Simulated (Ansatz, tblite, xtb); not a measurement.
# A ladder of methods for B2H3SClO (SMILES BSB(O)Cl)

B2H3SClO: 8 atoms, total charge 0, spin state singlet. As SMILES, `BSB(O)Cl`. The coordinates come from a PBE0-D4/def2-TZVP relaxation. This is one conformer, not always the lowest.

```xyz
8

B    -0.6924    0.0469    1.6679
S    -1.0239    0.0577   -0.0804
B     0.5937   -0.0494   -0.9549
O     0.5932   -0.0573   -2.3005
Cl    2.1428   -0.1412   -0.1515
H     0.4158   -0.0207    2.0889
H    -1.6538    0.1116    2.3682
H    -0.2832   -0.0048   -2.6935
```

Each level gives the dipole moment (D). The values are calculated.

```tsv
level	kind	program	value (D)	CPU time
GFN1-xTB	semi-empirical	tblite	2.81	under 2 s
IPEA1-xTB	semi-empirical	tblite	3.26	under 2 s
GFN2-xTB	semi-empirical	tblite	1.55	under 2 s
GFN0-xTB	semi-empirical	xtb	1.15	under 2 s
HF/STO-3G	Hartree–Fock	Ansatz	2.68	0.95 s
HF/3-21G	Hartree–Fock	Ansatz	1.93	1.7 s
HF/def2-SVP	Hartree–Fock	Ansatz	1.54	4.4 s
BLYP/def2-SVPD	GGA	Ansatz	1.59	14 s
B3LYP/6-31G* (spherical functions)	global hybrid	Ansatz	1.68	9.1 s
B3LYP/6-31G* (Cartesian functions)	global hybrid	Ansatz	1.67	9.4 s
```

The values span 1.15 to 3.26 D. Sets without polarisation functions give poor dipoles. Without the sets that lack polarisation functions the rows with a basis span only 1.54 to 1.68 D. Times are those of the runs behind each value, whatever else they computed, on shared processors of several kinds: orders of magnitude only.
